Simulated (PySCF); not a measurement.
Species: C2H10Si2.
Geometry (PBE0-D3(BJ)/def2-SVP, Å), atoms numbered from 1 in this order:
```xyz
14
C2H10Si2 angstrom
C     -2.3440    0.4490    0.4507
Si    -0.7854   -0.4193   -0.1623
Si     1.1619    0.7785    0.3681
C      2.7058   -0.0496   -0.3310
H     -2.4303    1.4509    0.0031
H     -2.3244    0.5632    1.5451
H     -3.2425   -0.1265    0.1804
H     -0.6913   -1.7915    0.4362
H     -0.8513   -0.5965   -1.6507
H      1.2745    0.8952    1.8596
H      1.0407    2.1729   -0.1716
H      2.8207   -1.0677    0.0707
H      2.6469   -0.1182   -1.4280
H      3.6075    0.5251   -0.0715
```

The closed-shell ground state was solved at several levels (PySCF, density fitting, gas phase, non-relativistic).

| level | basis functions | HOMO (eV) | LUMO (eV) | gap (eV) | dipole (D) |
| --- | --- | --- | --- | --- | --- |
| KT3/pcSseg-2 | 298 | -6.71 | -0.95 | 5.76 | 0.04 |
| PBE0/pcSseg-0 | 64 | -8.19 | 0.40 | 8.59 | 0.03 |
| PBE0/STO-3G | 38 | -5.74 | 6.45 | 12.19 | 0.01 |
| B3LYP/6-31G* | 84 | -7.37 | 0.32 | 7.69 | 0.04 |
| BHandHLYP/pcSseg-2 | 298 | -8.76 | 0.57 | 9.33 | 0.03 |
| PBE0/pcSseg-2 | 298 | -7.72 | -0.12 | 7.60 | 0.04 |
| wB97X-D/pcSseg-2 | 298 | -9.53 | 1.57 | 11.10 | 0.04 |
| LDA/pcSseg-2 | 298 | -6.67 | -1.03 | 5.64 | 0.04 |

Task: What might PBE0/6-311+G(2d,p) (184 basis functions) give for the same quantities?

Result: HOMO -7.71 eV, LUMO -0.26 eV, gap 7.45 eV, dipole 0.04 D.

Task: Over all these levels, which gives the widest orbital gap and which the narrowest?

Result: PBE0/STO-3G (global hybrid, 25 % exact exchange) has the widest, 12.19 eV, and LDA/pcSseg-2 (LDA) the narrowest, 5.64 eV. Functional and basis both differ between the two, so the spread mixes both effects.

Task: How much does the basis alone move the frontier levels among the 4 PBE0 rows (the withheld one included)?

Result: The HOMO by 2.45 eV and the LUMO by 6.71 eV. By rising basis size (HOMO, LUMO in eV): STO-3G -5.74, 6.45; pcSseg-0 -8.19, 0.40; 6-311+G(2d,p) -7.71, -0.26; pcSseg-2 -7.72, -0.12.

Task: In the pcSseg-2 basis, how does the gap go with the fixed share of exact exchange?

Result: LDA (0 %) 5.64 eV; KT3 (0 %) 5.76 eV; PBE0 (25 %) 7.60 eV; BHandHLYP (50 %) 9.33 eV. Each rise in the share widens the gap here.

Task: How far do the dipole and the HOMO energy spread over the levels?

Result: The dipole runs from 0.01 to 0.04 D (mean 0.03 D) and the HOMO from -9.53 to -5.74 eV.

One conformer stands for the species.
